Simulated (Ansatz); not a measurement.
Cost and result up the ladder for the cluster Ge6Te6 (12 atoms). Charge 0, multiplicity 1. Geometry: PBE-D4/def2-SVP.

Cartesian coordinates in Å:
```
Ge 3.1575 -0.5594 -0.2221
Ge -3.1067 1.4884 0.3322
Ge -0.3472 -1.1302 -3.0832
Ge 0.7970 -1.2517 0.4806
Ge 0.5020 2.8318 0.2654
Ge -2.2655 -1.2639 0.7615
Te 2.6062 1.5724 1.3173
Te -1.5208 2.4590 2.1302
Te -0.7793 -2.9733 -0.9562
Te 2.2168 -0.4557 -2.7847
Te -0.4513 -1.4008 2.7377
Te -0.8086 0.6835 -0.9787
```

Ansatz on 2 threads of AMD EPYC 7R13 on a shared host and a share (18 GiB) of an NVIDIA H100 80GB HBM3. Times are rough, and most runs start from the orbitals of an earlier one. PBE0-D4/def2-TZVP serves as the yardstick here, not as an exact answer. Differences are given only for rows in sets of like size (and for xTB, whose basis is part of the method), since another set adds its own error. Binding counts from free atoms at the same level (Ge triplet, Te triplet; other spins of the atoms weren't run), without zero-point energy or a counterpoise term.

In the def2 sets Te takes a core potential; there is no spin–orbit coupling. Correlated methods freeze 78 core orbitals; core or outer-core shells of Ge, Te are correlated, in sets that lack core-valence functions. The rows differ in basis, and correlated rows in double-zeta sets carry the largest basis error. Single mean-field runs in def2-TZVP are fitted with def2-universal-jkfit. Another isomer (singlet) lies 0.74 eV lower at PBE0-D4/def2-TZVP; other spin states weren't run for this one.

Correlated methods converge slowly with the basis, most of all in double-zeta sets.

```
                         level  functions  wall time  binding energy per atom (eV)  difference from PBE0-D4/def2-TZVP (eV)
               PBE-D4/def2-SVP        348      4.4 s                          3.02                                       –
             PBE0-D4/def2-TZVP        588        6 s                          2.85                                    0.00
            PBE-QIDH/def2-TZVP        588        7 s                          2.77                                   -0.08
              PBE0-D4/def2-SVP        348      7.5 s                          2.82                                       –
PBE-D4/def2-TZVP (with forces)        588      7.5 s                          3.03                                    0.18
           r2SCAN-D4/def2-TZVP        588      7.5 s                          2.82                                   -0.03
              RPA@PBE/def2-SVP        348        8 s                          2.10                                       –
                  MP2/def2-SVP        348      9.5 s                          2.51                                       –
```
